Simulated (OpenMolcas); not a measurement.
**Fe4+: moving or changing the point charges**

Fe4+ among 3 point charges of -2 e arranged as a planar triangle (D3h), 2.04 Å from the ion.
```
   2.0400    0.0000    0.0000  -2.00
  -1.0200    1.7667    0.0000  -2.00
  -1.0200   -1.7667    0.0000  -2.00
```

- Program: OpenMolcas 26.06
- Method: SS-CASPT2, IPEA 0.25 Eh, imaginary shift 0.1 Eh (closed shells correlated: 3s 3p)
- Basis: ANO-RCC-VDZP [5s4p2d1f]
- Scalar Hamiltonian: DKH2, point nucleus
- Active space: 4 electrons in 5 orbitals (3d)
- State averaging: 2S+1 = 5 even, 5 roots; 2S+1 = 3 even, 45 roots; 2S+1 = 1 even, 50 roots
- Spin-orbit coupling: state interaction with AMFI integrals over the reference wave functions

Runs around this geometry, states (labels of D3, the rotations of D3h). Energies in cm-1 above the lowest state or level, χT in cm3 K/mol.

```
R (Å)  q (e)  Ground state  First state of that spin  First gap with spin-orbit (degeneracies)  χT at 300 K  First state of another spin
 2.04     -1            5E                   5E 2570                                  2 (1, 1)        1.585                     3E 26960
 1.94     -2            5E                   5E 6010                                  0 (1, 1)        1.623                     3E 27330
 2.04     -2            5E                   5E 5130                                  1 (1, 1)        1.618                     3E 27290
 2.19     -2            5E                   5E 4110                                  1 (1, 1)        1.610                     3E 27190
```

Taking the first state of the same spin as R^-n, n = -ln(4110 / 6010) / ln(2.19 / 1.94) = 3.1 between the shortest and longest distance.

Scaling the charges by -1 / -2 = 0.50 scales the first state of the same spin by 2570 / 5130 = 0.50; with fixed orbitals a first-order splitting would follow the charge.

Roots that are degenerate in the reference are averaged as groups; the widest CASPT2 spread within a group is 3300 cm-1 (the 4-fold group of multiplicity 1 near 42600 cm-1 above the lowest state of its run, R = 2.04, q = -2). Shifts and gaps below about the spread of the groups concerned are not significant. An orbital doublet at a regular site is open to a Jahn-Teller distortion, which this geometry leaves out. Point charges give a weaker field than real ligands, and real ions of this kind are often low spin; the high spin found here belongs to the model. Free-ion shares, where given, are those of the reference states; single-state CASPT2 does not remix them. The ground term spreads over less than 5000 cm-1, several times less than with real ligands, so orbital moments are less quenched and χT lies further from the spin-only value than at real sites (holds for R = 2.04, q = -1). Point charges carry no covalency, so the field is a model and not that of real ligands. No measured value stands beside these numbers.
